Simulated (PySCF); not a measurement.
Species: C₅F₂N (doublet state).
Structure used (GFN2-xTB), in Å, numbered top down from 1:
```
atom  x, y, z in Å
N1    -2.9295   -0.6201   -0.6727
C2    -1.9445   -0.1745   -0.2842
C3    -0.7454    0.3645    0.1997
F4    -0.8194    1.5503    0.8363
C5     0.4595   -0.2465    0.0448
C6     1.3157   -1.4070   -0.1546
C7     1.8560   -0.1598   -0.0426
F8     2.8166    0.7027    0.0488
```

Identity: `N#C/C(F)=C1[C]=C\1F` [radical].

Computed, not measured: PySCF 2.14.0, UKS B3LYP, pcH-1 on C F N, non-relativistic, mean-field spin-orbit, GIAO. Geometry: GFN2-xTB; no solvent, vibrations or thermal averaging. Couplings are sensitive to structure, and on GFN2-xTB geometries they can be far from those on DFT ones. The frame is twisted about the C3–C5 bond at this geometry (dihedral F4–C3–C5–C7 = -25°); couplings at other torsion angles weren't computed. No stability test was run, so a lower SCF solution isn't excluded. ⟨S²⟩ is 0.775 where a pure state has 0.75.

(1) Break the g tensor into its mass correction, gauge correction and orbital-Zeeman/spin–orbit terms.

(2) What are the electron Larmor frequencies g μB B/h along the three axes at 330 mT?

(3) How much does each term add to the isotropic shift?

(4) At 93.699 GHz, how far is the centre of the isotropic spectrum from where a free electron (g = 2.002319) resonates?

(5) In a frozen sample, at which fields do the three g values resonate at 9.5, 34, 94 and 263 GHz (hyperfine left aside), and which band first spreads them over more than twice a line width of 0.5 mT?

Answers

(1) 
```tsv
Δg (ppm)	1	2	3
relativistic mass correction	-213	-213	-213
gauge correction	14	31	46
orbital Zeeman/spin–orbit	556	1317	3105
total	358	1136	2938
```

So g = 2.00268, 2.00345, 2.00526 and g_iso = 2.00380; the tensor is rhombic: the two nearest values differ by 30 % of g3 − g1. Axes: g3 points within 11° of the C5–C6 bond.

(2) 9.2499, 9.2535, 9.2618 GHz for g1, g2 and g3, a range of 11.9 MHz.

(3) The orbital-Zeeman/spin–orbit term 1659, the mass correction -213 and the gauge correction 31 ppm, for a total of 1477 ppm. The orbital-Zeeman/spin–orbit term is the largest in size. The mass correction is the same along every axis, so the anisotropy comes from the other two: their spans along these axes are 32 (gauge) and 2548 ppm (orbital Zeeman/spin–orbit).

(4) B = hν/(g μB) with μB/h = 13.99624 MHz/mT gives 3343.41 mT for the free electron and 3340.95 mT at g_iso, 2.46 mT lower.

(5) 
```tsv
band	GHz	B(g3) mT	B(g2) mT	B(g1) mT	spread mT
X	9.5	338.49	338.79	338.92	0.44
Q	34.0	1211.43	1212.52	1212.99	1.56
W	94.0	3349.24	3352.25	3353.55	4.31
J	263.0	9370.75	9379.17	9382.82	12.07
```

The spread grows in proportion to the frequency. Q band is the first where it exceeds 1.0 mT.

Largest spin populations (Mulliken): C3 (+0.47), C6 (+0.22), N1 (+0.22) and C7 (+0.16). Four atoms exceed +0.15. The positive populations add up to 1.15 and the negative ones to -0.15, together 2S = 1.

The HOMO–LUMO gaps are 5.64 eV among the α and 2.14 eV among the β orbitals.

The SMILES draws the unpaired electron on C6; the largest computed Mulliken spin population is on C3 (0.47 against 0.22).
